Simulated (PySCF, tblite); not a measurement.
Isomers of C3H13NOSi3. Method: GFN2-xTB as coded in tblite; computed harmonic values from a numerical Hessian at the method's own geometry, unscaled. Against measured fundamentals such values can be off by several per cent, at times by over 20. Modes of hydrogen on silicon can be 10 to 20 % off. One conformer each.

Electronic energies: PBE0/pcSseg-1 single points on the GFN2-xTB geometries (PySCF, gas phase).

| SMILES | electronic energy, lowest = 0 (kJ/mol) |
| --- | --- |
| N[Si@@H]([SiH3])[SiH2]CCC=O | 156.6 |
| CO[Si@@H]1[C@@H]([SiH3])[SiH2]N1C | 0.0 |
| N[Si@H]([SiH3])C(=O)CC[SiH3] | 182.8 |
| CC(=O)N[Si](C)([SiH3])[SiH3] | 46.4 |
| CN[SiH2]O/C([SiH3])=C\[SiH3] | 168.2 |

How do GFN2-xTB zero-point energies change the relative energies?

```tsv
SMILES	ZPE (kJ/mol)	of it from modes above 1550 cm⁻¹	electronic (kJ/mol)	with ZPE, lowest = 0 (kJ/mol)	lowest mode (cm⁻¹)	rings
CO[Si@@H]1[C@@H]([SiH3])[SiH2]N1C	392.3	203.4	0.0	0.0	46	1
CC(=O)N[Si](C)([SiH3])[SiH3]	386.6	219.2	46.4	40.6	48	0
N[Si@@H]([SiH3])[SiH2]CCC=O	388.6	217.1	156.6	152.9	22	0
CN[SiH2]O/C([SiH3])=C\[SiH3]	377.0	209.1	168.2	152.9	12	0
N[Si@H]([SiH3])C(=O)CC[SiH3]	383.3	215.5	182.8	173.8	11i	0
```

The zero-point energies span 15.3 kJ/mol, from `CN[SiH2]O/C([SiH3])=C\[SiH3]` to `CO[Si@@H]1[C@@H]([SiH3])[SiH2]N1C`. Slightly imaginary modes are left out of the zero-point energy: `N[Si@H]([SiH3])C(=O)CC[SiH3]` 11.4i cm⁻¹. The order is unchanged, ties at the printed digit aside.

And how do the electronic energies of GFN2-xTB itself compare?

`CO[Si@@H]1[C@@H]([SiH3])[SiH2]N1C` 0.0; `CC(=O)N[Si](C)([SiH3])[SiH3]` 106.2; `N[Si@@H]([SiH3])[SiH2]CCC=O` 243.5; `CN[SiH2]O/C([SiH3])=C\[SiH3]` 37.3; `N[Si@H]([SiH3])C(=O)CC[SiH3]` 204.7 kJ/mol, lowest = 0. Against the energies above, taken from the same isomer `CO[Si@@H]1[C@@H]([SiH3])[SiH2]N1C`, the largest difference is 130.9 kJ/mol.
